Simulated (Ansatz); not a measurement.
`C=C(Br)BC` + `[SH][GeH3]` → `CB[S][GeH3]` + `C=CBr`  (ligand exchange at a B–C bond)

Isolated molecules relaxed with PBE0-D4/def2-TZVP in Ansatz; ΔE leaves out vibrations. CBS: MP2 limit from def2 TZ/QZ plus the TZ coupled-cluster correction, frozen cores. Functionals use def2-TZVPP. B3LYP here is the variant with VWN-RPA as its local correlation; programs differ in this. For Br, Ge outer-core shells are correlated without core-valence functions, which leaves a few kJ/mol of doubt a bond. Scalar relativity is left out up to krypton. One conformer a species, not always the lowest.

```csv
level,ΔE (kcal/mol)
PBE0-D4,-14.9
B2PLYP,-14.6
PBE,-15.5
PBE0,-15.1
B3LYP,-14.4
HF/def2-TZVPP,-13.2
HF/def2-QZVPP,-13.0
MP2/def2-QZVPP,-14.8
```

Q: What does CCSD(T)/CBS give? (Best estimate.)

A: Computed: -14.3 kcal/mol. The listed levels differ from it by -0.6, -0.3, -1.2, -0.8, -0.1, 1.1, 1.3, -0.5 kcal/mol.

Largest T1 diagnostic among the species: 0.013.

In def2-TZVPP, CCSD(T) changes the Hartree–Fock value by −1.5 kcal/mol (the triples alone add −0.3 kcal/mol) and MP2 by −1.9 kcal/mol.
